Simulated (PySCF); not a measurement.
**B3LYP on Ne²⁺ (neon, charge +2)**

Configuration: [He] 2s2 2p4, high-spin 3P determinant. All numbers are calculated (PySCF 2.14, the non-relativistic Hamiltonian (point nucleus), in 6-31G* (3s2p1d, 14 functions)).

```json
{
 "Total energy": "-126.5881 hartree",
 "One-electron energy": "-166.3359 hartree",
 "Hartree (Coulomb) energy": "51.1039 hartree",
 "Exchange-correlation energy": "-11.3561 hartree",
 "Kinetic energy": "125.94263 hartree",
 "⟨S²⟩": "2.0012",
 "⟨L²⟩": "2.002",
 "Sum of ⟨r⟩": "5.249 bohr",
 "Sum of ⟨r²⟩": "5.153 bohr²",
 "Traceless quadrupole moment −½Σ⟨3z² − r²⟩ along its main axis": "-0.356 e·bohr²",
 "Density at the nucleus (Gaussians lack the cusp)": "585 bohr⁻³",
 "Spin density at the nucleus": "0.443 bohr⁻³",
 "Langevin diamagnetic susceptibility": "-4.08 ×10⁻⁶ cm³/mol",
 "Time after the integrals": "0.13 s of wall time on 1 thread of Neoverse-N1 (shared host)"
}
```

| shell | electrons | mean orbital energy (hartree) | spread (hartree) | rms radius, mean of both spins (bohr) |
| --- | --- | --- | --- | --- |
| 1s α | 1 | -32.89658 | 0 | 0.183 |
| 1s β | 1 | -32.80867 | 0 | 0.183 |
| 2s α | 1 | -3.08601 | 0 | 0.928 |
| 2s β | 1 | -2.85717 | 0 | 0.928 |
| 2p α | 3 | -2.20038 | 0.11844 | 0.917 |
| 2p β | 1 | -2.03471 | 0 | 0.917 |
